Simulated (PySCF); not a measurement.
**Pr (praseodymium, neutral) across methods**

[Xe] 4f3 6s2, one real determinant. All numbers are calculated (PySCF 2.14, scalar relativity by spin-free X2C-1e, in cc-pVDZ-X2C).

```json
{"method": "PBE", "E (hartree)": "-9236.20", "mean ε 6s α (eV)": "-3.513", "mean ε 6s β (eV)": "-3.366", "mean ε 4f α (eV)": "-2.130", "Σ⟨r²⟩ (bohr²)": "90.22", "⟨S²⟩": "3.752"}
{"method": "UHF", "E (hartree)": "-9233.03255", "mean ε 6s α (eV)": "-4.714", "mean ε 6s β (eV)": "-4.607", "mean ε 4f α (eV)": "-10.531", "Σ⟨r²⟩ (bohr²)": "96.30", "⟨S²⟩": "3.753"}
{"method": "LDA", "E (hartree)": "-9229.04", "mean ε 6s α (eV)": "-3.648", "mean ε 6s β (eV)": "-3.499", "mean ε 4f α (eV)": "-2.075", "Σ⟨r²⟩ (bohr²)": "88.97", "⟨S²⟩": "3.752"}
{"method": "r2SCAN", "E (hartree)": "-9236.57", "mean ε 6s α (eV)": "-3.575", "mean ε 6s β (eV)": "-3.350", "mean ε 4f α (eV)": "-2.692", "Σ⟨r²⟩ (bohr²)": "91.93", "⟨S²⟩": "3.758"}
```

(1) Estimate the same row for PBE0.

⟨L²⟩ = 34.00 against 42 for a pure I term, so this real determinant mixes terms. Spin-orbit coupling, absent here, splits the open shell strongly.

Answers

(1) E (hartree) = -9236.21; mean ε 6s α (eV) = -3.966; mean ε 6s β (eV) = -3.842; mean ε 4f α (eV) = -4.254; Σ⟨r²⟩ (bohr²) = 90.85; ⟨S²⟩ = 3.752.
